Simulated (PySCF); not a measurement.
Two species compared at the same levels of theory.

First species: C₄H₆O₂S.
Atom-mapped SMILES: `[CH3:1][C:2](=[S:3])[CH2:4][O:5][CH:6]=[O:7]` (hydrogens: H8, H9, H10 on C1; H11, H12 on C4; H13 on C6)

Cartesian coordinates in Å at the GFN2-xTB level; atoms count from 1:
```
atom  x, y, z in Å
C1    -0.9886    1.1989    0.2843
C2    -1.1834   -0.0580   -0.4797
S3    -2.6126   -0.5026   -1.1012
C4     0.0019   -0.9697   -0.6289
O5     1.2534   -0.2851   -0.6150
C6     1.9221   -0.2613    0.5255
O7     1.5842   -0.7493    1.5624
H8    -0.2638    1.8357   -0.2267
H9    -0.5861    0.9753    1.2741
H10   -1.9289    1.7335    0.3853
H11   -0.0128   -1.6881    0.2053
H12   -0.0537   -1.5182   -1.5722
H13    2.8640    0.2893    0.3690
```

Second species: C₂H₈O₃Si₂.
SMILES with atom numbers: `[O:1]=[C:2]([OH:3])[SiH2:4][O:5][CH2:6][SiH3:7]` (hydrogens: H8 on O3; H9, H10 on Si4; H11, H12 on C6; H13, H14, H15 on Si7)

Levels: B3LYP/def2-SVPD for dipole moment, HOMO energy, LUMO energy, HOMO–LUMO gap, static isotropic polarisability and electronic spatial extent ⟨r²⟩ about the centre of nuclear charge; TDDFT B3LYP/def2-SVPD for lowest singlet excitation; TDA B3LYP/def2-SVPD for lowest triplet excitation (Tamm–Dancoff); GFN2-xTB for rotational constant A and rotational constant C. Geometries: GFN2-xTB. Each species is one conformer at its optimised geometry, gas phase, non-relativistic unless stated. Electronic properties by PySCF.

The conformers computed, where there is a choice (atom-mapped SMILES and torsion angles):
- `[CH3:1][C:2](=[S:3])[CH2:4][O:5][CH:6]=[O:7]`: C1–C2–C4–O5 -29°, C2–C4–O5–C6 98°, C4–O5–C6–O7 -1°
- `[O:1]=[C:2]([OH:3])[SiH2:4][O:5][CH2:6][SiH3:7]`: O1–C2–Si4–O5 -21°, C2–Si4–O5–C6 49°, Si4–O5–C6–Si7 -158°, H–O3–C2–O1 0°

| property | column X | column Y |
| --- | --- | --- |
| dipole moment | 2.16 D | 1.08 D |
| HOMO energy | -6.50 eV | -7.60 eV |
| LUMO energy | -2.56 eV | -1.08 eV |
| HOMO–LUMO gap | 3.94 eV | 6.52 eV |
| lowest singlet excitation | 2.54 eV | 4.95 eV |
| lowest triplet excitation (Tamm–Dancoff) | 2.10 eV | 4.31 eV |
| static isotropic polarisability | 78.3 au | 89.6 au |
| electronic spatial extent ⟨r²⟩ about the centre of nuclear charge | 1067 bohr² | 1595 bohr² |
| rotational constant A | 5.297 GHz | 3.784 GHz |
| rotational constant C | 1.077 GHz | 0.702 GHz |

(1) Which column belongs to which species?

(2) How does each property change from the first species to the second?

## Answers

(1) Column X is the first species and column Y the second. The first has 13 atoms and 62 electrons, the second 15 and 72.

(2) dipole moment -1.08 D; HOMO energy -1.10 eV; LUMO energy +1.48 eV; HOMO–LUMO gap +2.58 eV; lowest singlet excitation +2.41 eV; lowest triplet excitation (Tamm–Dancoff) +2.21 eV; static isotropic polarisability +11.3 au; electronic spatial extent ⟨r²⟩ about the centre of nuclear charge +528 bohr²; rotational constant A -1.513 GHz; rotational constant C -0.375 GHz.

On the first: In wavenumbers S1 is 20500 cm⁻¹ (1 eV = 8065.54 cm⁻¹). The polarisability is 11.60 Å³ as a volume (1 au = 0.148185 Å³), or 1.26 au for each of the 62 electrons.

On the second: A dipole of 1.08 D is allowed in C1, and pure rotational transitions are dipole-allowed. The vertical singlet–triplet gap S1 − T1 is 0.64 eV (TDDFT singlet less Tamm–Dancoff triplet; S1: HOMO→LUMO, weight 0.95; T1: HOMO→LUMO, weight 0.94).
